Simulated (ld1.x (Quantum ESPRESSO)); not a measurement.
Debugging a pseudopotential input (boron (B), ld1.x (Quantum ESPRESSO) 7.5)

Command:

```bash
ld1.x < B.in > B.out
```

Input:

```
&input
   title='B', zed=5., rel=2, dft='PBE', iswitch=3,
   config='[He] 2s2 2p0 3d-2', rel_dist='average',
   nld=5, rlderiv=3.70, eminld=-3.0, emaxld=5.0, deld=0.02
 /
 &inputp
   pseudotype=2, tm=.false., lloc=0,
   nlcc=.true., new_core_ps=.true., rcore=0.95,
   file_pseudopw='B.UPF', file_wfcaegen='ae.wfc', file_wfcncgen='nc.wfc', file_beta='beta', file_chi='chi'
 /
3
2P  2  1   0.00   0.00  3.30  3.30  0.0
3D  3  2  -2.00   0.40  3.40  3.40  0.0
2S  2  0   2.00   0.00  1.40  1.40  0.0
 &test
   configts(1)='2s2 2p0'
 /
```

This is an input that runs to its end, with one change: pseudo principal number of 2S raised by one.

Task: How does the run end?

Result: The program runs through. The occupied levels of the test differ from the all-electron ones by at most 0.00001 Ry (unchanged input: 0.00001 Ry).

```
     eps = 7.6E-15  iter = 15

     Etot =     -48.602591 Ry,     -24.301296 Ha,    -661.271941 eV
     Etotps =    -5.082811 Ry,      -2.541405 Ha,     -69.155161 eV

     Ekin =       1.357856 Ry,       0.678928 Ha,      18.474573 eV
     Encl =      -6.846978 Ry,      -3.423489 Ha,     -93.157876 eV
     Ehrt =       2.028493 Ry,       1.014246 Ha,      27.599047 eV
     Ecxc =      -1.622182 Ry,      -0.811091 Ha,     -22.070905 eV
     (Ecc =      -0.471464 Ry,      -0.235732 Ha,      -6.414596 eV)

     ---------------------- End of pseudopotential test ----------------------
```
